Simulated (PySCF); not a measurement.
HSi, SMILES [SiH] (connectivity only; charge and spin as stated), neutral, multiplicity 2.

Geometry optimised at r2SCAN-D4/def2-TZVPD.

These are PBE/def2-TZVPD (PySCF) values and carry that method's errors.

Isolated molecule, no solvent.

Computed frontier levels, dipole moment:
```yaml
"α spin, highest occupied and lowest empty level": -4.50 and -4.20 eV
"β spin, highest occupied and lowest empty level": -6.47 and -3.85 eV
dipole_moment: 0.021 e·Å
"⟨S²⟩": 0.755 (pure state 0.75)
```
